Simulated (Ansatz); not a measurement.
The cluster Ta2O4⁺, 6 atoms. Hardware: 4 threads of Arm Neoverse V2 on a shared host.

In the def2 sets Ta takes a core potential; there is no spin–orbit coupling. Correlated methods freeze 4 core orbitals; core or outer-core shells of Ta are correlated, in sets that lack core-valence functions.

Problem. How many basis functions does each of these Ansatz runs have, and roughly what does it cost? r2SCAN-D4/def2-SVP, charge 1 doublet, frequencies; r2SCAN-D4/def2-SVP, charge 1 doublet, relaxation, 11 steps; PBE-D4/def2-SVP, charge 1 doublet, energy, from earlier orbitals; MP2/def2-TZVP, charge 1 quartet, energy, from earlier orbitals; HSE06-D4/def2-TZVP, charge 1 quartet, energy, from earlier orbitals; PBE0-D4/def2-TZVP, charge 1 doublet, energy, from earlier orbitals; PBE with 10 % exact exchange/def2-SVP, charge 1 doublet, energy, from earlier orbitals; PBE with 40 % exact exchange/def2-SVP, charge 1 quartet, energy, from earlier orbitals; PBE with 15 % exact exchange/def2-SVP, charge 1 doublet, energy, from earlier orbitals; PBE0-D4/def2-TZVP, charge 0 singlet at the geometry of the charge 1 doublet, energy; revPBE-D4/def2-TZVP, charge 1 doublet, energy, from earlier orbitals; PBE-D4/def2-SVP, charge 1 doublet, energy with a search over starts.

Solution. Other jobs shared the machine, so times can vary by a factor of up to 3. A dash marks memory too small to be measured apart from the calling script's.

| run | functions | fitting or Cholesky vectors | wall time | peak host memory (GiB) |
| --- | --- | --- | --- | --- |
| PBE-D4/def2-SVP, charge 1 doublet, energy, from earlier orbitals | 120 | 1180 | 2.5 s | – |
| PBE with 15 % exact exchange/def2-SVP, charge 1 doublet, energy, from earlier orbitals | 120 | 1138 | 3.3 s | – |
| PBE with 10 % exact exchange/def2-SVP, charge 1 doublet, energy, from earlier orbitals | 120 | 1138 | 3.4 s | – |
| revPBE-D4/def2-TZVP, charge 1 doublet, energy, from earlier orbitals | 204 | 1278 | 4 s | – |
| PBE0-D4/def2-TZVP, charge 0 singlet at the geometry of the charge 1 doublet, energy | 204 | 1420 | 4.4 s | – |
| PBE-D4/def2-SVP, charge 1 doublet, energy with a search over starts | 120 | 1180 | 6 s | – |
| PBE with 40 % exact exchange/def2-SVP, charge 1 quartet, energy, from earlier orbitals | 120 | 1138 | 7 s | – |
| PBE0-D4/def2-TZVP, charge 1 doublet, energy, from earlier orbitals | 204 | 1420 | 8.5 s | 0.77 |
| MP2/def2-TZVP, charge 1 quartet, energy, from earlier orbitals | 204 | 1553 | 8.5 s | 0.57 |
| HSE06-D4/def2-TZVP, charge 1 quartet, energy, from earlier orbitals | 204 | 1420 | 17 s | 1.1 |
| r2SCAN-D4/def2-SVP, charge 1 doublet, relaxation, 11 steps | 120 | 1180 | 42 s | – |
| r2SCAN-D4/def2-SVP, charge 1 doublet, frequencies | 120 | 1180 | 2.3 min | – |
